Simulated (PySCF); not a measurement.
# Shapes and spin states of Ge(OH)₂

These are results of PBE0 in PySCF with Ge def2-SVP, O def2-SVP, H def2-SVP; no relativity; density-fitted integrals, not measurements.

Relaxations began from a few typed shapes and spin states; open shells are unrestricted. The search is not exhaustive: other isomers or separated fragments can lie lower, and high-lying points may rest on an excited occupation.

Question: Which is the lowest minimum found?
A. triplet C2: Ge–O 1.804 Å (×2), O–H 0.967 Å (×2); Ge–O–H 109.3° (×2), O–Ge–O 117.2°
B. singlet D∞h: Ge–O 1.846 Å (×2), O–H 0.966 Å (×2); Ge–O–H 180.0° (×2), O–Ge–O 180.0°
C. triplet C2h: Ge–O 1.851 Å (×2), O–H 0.970 Å (×2); Ge–O–H 107.3° (×2), O–Ge–O 180.0°
D. singlet C2v: Ge–O 1.790 Å (×2), O–H 0.965 Å (×2); Ge–O–H 118.9° (×2), O–Ge–O 101.6°

Answer: D. The others lie at 214.5 (singlet D∞h, a saddle point), 274.7 (triplet C2), 339.6 (triplet C2h, a saddle point) kJ/mol above it.
